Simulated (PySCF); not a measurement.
C₃H₅N₂, SMILES c1c[nH+]c[nH]1, charge +1. Atoms are numbered in the order given.

```xyz
10

C      0.0000     0.6843     0.9759
C      0.0000    -0.6843     0.9759
N      0.0000    -1.0735    -0.3469
C      0.0000     0.0000    -1.1422
N      0.0000     1.0735    -0.3469
H      0.0000     1.3991     1.7959
H      0.0000    -1.3991     1.7959
H      0.0000    -2.0370    -0.6804
H      0.0000     0.0000    -2.2312
H      0.0000     2.0370    -0.6804
```
Charge +1, spin multiplicity 1.

The structure is a stationary point at r2SCAN-D4/def2-SVP. The isomer is the one that the SMILES or the coordinates give; other isomers of the formula were not compared.

Method: M06-2X/def2-TZVP run with PySCF.

Isolated molecule, no solvent.

| Quantity | Value |
|---|---|
| total energy | -226.58131 hartree |
| point group | C2v |
| highest occupied level | -13.97 eV |
| lowest empty level | -4.69 eV |
| orbital gap | 9.28 eV |
| dipole moment about the centre of nuclear charge | 1.45 D |
| mean static polarisability | 40.5 bohr³ (6.00 Å³) |
| polarisability, principal values | 25.5, 46.8, 49.2 bohr³ |
